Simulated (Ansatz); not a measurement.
Name a neutral molecule of B, C, Cl, F, O, Si and H with zero-point energy (PBE0-D4/def2-TZVP) between 168 and 184 kJ/mol and LUMO energy (PBE0/def2-TZVPP) between -1.95 and -1.65 eV (Ansatz, PBE0-D4/def2-TZVP geometry).

`OCB(F)[SiH2]Cl` (177.3 kJ/mol, -1.90 eV). Other molecules can fit too; these were computed, each in one conformer that needn't be the lowest.
